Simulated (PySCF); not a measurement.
Spin–spin coupling constants

Geometry:
```csv
atom,x (Å),y (Å),z (Å)
B1,2.193,0.067,0.830
N2,0.862,0.026,0.317
B3,0.201,-1.250,0.096
N4,-1.127,-1.253,-0.408
B5,-1.849,-0.058,-0.703
N6,-1.175,1.180,-0.477
B7,0.152,1.259,0.022
H8,2.728,1.136,1.012
H9,2.772,-0.966,1.074
H10,0.772,-2.285,0.338
H11,-1.581,-2.145,-0.556
H12,-2.981,-0.094,-1.124
H13,-1.664,2.042,-0.679
H14,0.681,2.330,0.199
```

Method: B3LYP/pcJ-1 (spin–dipole term only in couplings to heteroatoms)//PBE0-D3(BJ)/def2-SVP, PySCF; isolated molecule, single conformer, non-relativistic. Couplings are averaged over pairs made equivalent by symmetry, fast rotation or ring inversion, so a value needn't be that of the named pair in this geometry, while other rotamers aren't included; one pair stands for each set, and the list holds a selection of those of at least 0.8 Hz over up to four bonds.

Isotopes: 11B, 1H, 15N.

```csv
pair,bonds,J (Hz)
"B1, N2",1,-21.3
"B1, H8",1,?
"N2, B3",1,-21.3
"B3, N4",1,-24.5
"B3, H10",1,157.3
"N4, B5",1,?
"N4, H11",1,?
"B5, H12",1,?
"B1, B3",2,1.6
"N2, H8",2,-3.0
"N2, H10",2,?
"B3, B5",2,-1.1
"B3, B7",2,?
"N4, H10",2,-5.2
"N4, H12",2,-4.5
"B1, N4",3,-1.9
"B1, H10",3,4.9
"N2, B5",3,-2.1
"N2, H11",3,-3.2
"B3, N6",3,-2.3
"B3, H12",3,?
"B3, H14",3,3.0
"N4, H13",3,-3.9
"B5, H10",3,4.1
"H10, H11",3,5.4
"H11, H13",4,?
```

Estimate the withheld couplings, with signs.

Answers


- 1J(B1,H8) = 145.6 Hz (bond length 1.209 Å)
- 1J(N4,B5) = -25.4 Hz (bond length 1.428 Å)
- 1J(N4,H11) = -82.7 Hz (bond length 1.012 Å)
- 1J(B5,H12) = 150.1 Hz (bond length 1.208 Å)
- 2J(N2,H10) = -5.5 Hz (angle at B3 121°)
- 2J(B3,B7) = -0.8 Hz (angle at N2 119°)
- 3J(B3,H12) = 3.9 Hz (dihedral angle 180°)
- 4J(H11,H13) = 1.9 Hz
